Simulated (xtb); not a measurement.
H4HfO4 (SMILES [OH][Hf]([OH])([OH])[OH]), singlet, geometry from GFN2-xTB (such geometries of metal compounds can be far from the true shape). Base run: GFN2-xTB (xtb 6.7.1).

Here is a job for xtb.
```
$ xtb mol.xyz --gfn 2 --json

# file mol.xyz
9

Hf    -0.00000000    -0.00000000    -0.00000000
O      1.79081072    -0.22160625    -0.50114263
H      2.00040917     0.32543936    -1.26752251
O      0.09737753     0.18678386     1.86088304
H      1.01629506     0.22252876     2.15215851
O     -0.59378873     1.36890887    -1.13170657
H     -1.45429680     1.15011577    -1.50877946
O     -1.29439952    -1.33408649    -0.22803385
H     -1.56240743    -1.69808389     0.62414347
```

Each row names what was changed in the base input (with any setting that the change needs).

```tsv
change	ΔE vs base (mEh)	HOMO-LUMO gap (eV)	G_solv (kcal/mol)	SCF cycles
base	0.000	4.89	-	22
gbsa = chcl3	-5.626	4.89	-3.56	21
acc = 1000	0.023	4.90	-	17
file = coord	0.000	4.89	-	22
acc = 0.0001	0.000	4.89	-	28
alpb = hexane	-5.340	5.12	-3.68	19
acc = 30	0.000	4.89	-	19
etemp = 1000	0.000	4.89	-	21
```

ALPB and GBSA are two models with their own fitted parameters for each solvent, which aren't always the measured dielectric constant.
